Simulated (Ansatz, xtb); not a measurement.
Relaxing a trial structure of ClGeH4Si+

The starting geometry of this gas-phase singlet has its atoms placed at random.

```xyz
7

Cl    1.8353    0.5098    0.0485
Ge   -0.3540   -1.4097   -0.9343
Si   -0.1946    0.5299    0.3343
H     0.4789    0.1791    1.3382
H    -1.6428    1.4193   -0.3022
H    -1.7433   -1.0428   -0.1429
H     0.7406    1.9942    0.8992
```

**Question.** Guess where an optimisation with r2SCAN-D4/def2-SVP ends from this start.

**Answer.** It ends as a structure with H4 bridging Si3 and Ge2, H5 bridging Si3 and Ge2, given below by its coordinates. Distances that change by over a tenth: Ge2–Si3 (2.32 → 2.61 Å), Si3–H4 (1.26 → 1.58 Å). Contacts that close: Ge2–H4 (2.90 → 1.87 Å), Ge2–H5 (3.17 → 1.87 Å), Si3–H5 (1.81 → 1.58 Å), Si3–H7 (1.83 → 1.47 Å).

The energy falls by 7.31 eV over 17 steps:

```tsv
step	E − E(last) (eV)
1	7.310
3	3.590
5	1.734
6	1.114
8	0.282
10	0.112
12	0.026
13	0.007
15	0.000
17	0.000
```

Final geometry (Å):

```xyz
7

Cl    2.2190    1.2769   -0.2507
Ge   -1.0358   -1.2163   -0.4478
Si    0.3498    0.8496    0.3254
H     0.2974   -0.6698    0.7498
H    -0.4980    0.5038   -0.9603
H    -1.9309   -0.3578    0.5577
H    -0.2814    1.7932    1.2666
```

From the same start GFN2-xTB ends elsewhere, differing in Cl1–Ge2 (2.27 against 4.10 Å here), Ge2–Si3 (4.33 against 2.61 Å here), Ge2–H4 (4.52 against 1.87 Å here), Ge2–H5 (4.70 against 1.87 Å here).

From so rough a start the end depends on the optimiser's path, so another program may land elsewhere. The end wasn't checked by frequencies. Run with Ansatz 0.2.0, 31 s on 1 thread of Intel(R) Xeon(R) 6975P-C (Granite Rapids), with other jobs on the host.
